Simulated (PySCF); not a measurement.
Compound: C₅H₄F₄O₂.
Numbering: `[O:1]=[C:2]1[C@H:3]([C:4]([F:5])([F:6])[F:7])[O:8][C@@H:9]1[CH2:10][F:11]` (hydrogens: H12 on C3; H13 on C9; H14, H15 on C10)

Geometry (PBE0-D3(BJ)/def2-SVP, Å), atoms numbered from 1 in this order:
```xyz
15
C5H4F4O2 angstrom
O     -0.8499    0.6454    2.0124
C     -0.3217    0.6488    0.9501
C     -0.7441    0.8707   -0.5097
C     -1.7433   -0.1278   -1.0651
F     -1.8081   -0.0632   -2.3893
F     -1.4035   -1.3765   -0.7297
F     -2.9521    0.1214   -0.5687
O      0.5834    0.6045   -0.9208
C      1.0826    0.4010    0.4107
C      1.6836   -0.9541    0.6799
F      2.9603   -1.0165    0.2004
H     -1.0954    1.8900   -0.7520
H      1.8075    1.1855    0.6992
H      1.0717   -1.7350    0.2008
H      1.6943   -1.1178    1.7718
```

The closed-shell ground state was solved at several levels (PySCF, density fitting, gas phase, non-relativistic).

```csv
level,basis functions,total energy (Eh),HOMO (eV),LUMO (eV),gap (eV),dipole (D)
wB97X-D/pcSseg-2,452,-742.7985,-10.41,-0.07,10.34,1.41
PBE0/pcSseg-1,207,-741.8985,-8.54,-1.93,6.61,1.39
wB97X-D/def2-SVPD,270,-741.9782,-10.54,-0.19,10.35,1.42
```

Task: Estimate the row for B3LYP/pcJ-1, a basis of 337 functions; the other rows only guide the guess.

Result: Total energy -742.7180 Eh, HOMO -8.29 eV, LUMO -2.18 eV, gap 6.11 eV, dipole 1.41 D.

Task: How far do the dipole and the HOMO energy spread over the levels?

Result: The dipole runs from 1.39 to 1.42 D (mean 1.41 D) and the HOMO from -10.54 to -8.29 eV.

One conformer stands for the species.

Note: wB97X-D ran without an empirical dispersion term, which enters the total energy and its gradient alone.
